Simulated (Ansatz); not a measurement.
```yaml
crystal:
  periodic: [false, false, false]
  atoms:
    - {symbol: C, position_ang: [-1.890683, 0.076490, 0.814639]}
    - {symbol: Si, position_ang: [-0.047252, 0.364629, 0.823038]}
    - {symbol: S, position_ang: [1.204177, -1.404067, 0.822123]}
    - {symbol: B, position_ang: [1.189318, -0.211495, -0.540096]}
    - {symbol: N, position_ang: [1.852111, -0.125841, -1.751087]}
    - {symbol: H, position_ang: [-2.235815, -0.254801, 1.796811]}
    - {symbol: H, position_ang: [-2.416301, 1.002849, 0.566304]}
    - {symbol: H, position_ang: [-2.155656, -0.682112, 0.076630]}
    - {symbol: H, position_ang: [0.332844, 1.353298, 1.865893]}
    - {symbol: H, position_ang: [1.712061, 0.635272, -2.391375]}
    - {symbol: H, position_ang: [2.520596, -0.811223, -2.062079]}
basis:
  gaussian: {orbitals: ANO-RCC-VTZP}
hamiltonian: {xc: {name: HF}}
correlation: {active_space: {window: {electrons: 6, orbitals: 2}}}
output: {forces: true}
```

```sh
$ ansatz run in.yaml --threads 4 --pin off --events-out ev --progress --plain --max-ram 10444MiB
```

How does Ansatz answer? (Best estimate.)

The calculation gave: The run stopped with an error.
```
Functional definition: HF
1425 factors; integrals over basis functions are off by at most 1.0e-3 eV
mean field evaluation 1: about -22006.0537 eV, gradient 3.9e1 eV
mean field evaluation 2: about -22006.2118 eV, gradient 3.9e1 eV
mean field evaluation 4: about -22010.0329 eV, gradient 3.8e0 eV
mean field evaluation 8: about -22010.0983 eV, gradient 8.2e-4 eV
mean field -22010.09828077 eV, -808.8561928380 hartree, gradient 1.9e-6 eV, S^2 0.000000; 0 other end points of the search recorded, 0 dependent functions left out
reference -22010.09828077 eV, -808.8561928380 hartree; 27, 27 occupied and 215, 215 virtual orbitals, 1425 factors
Error: 6 electrons in 2 orbitals form no window around the highest filled level of the reference
```
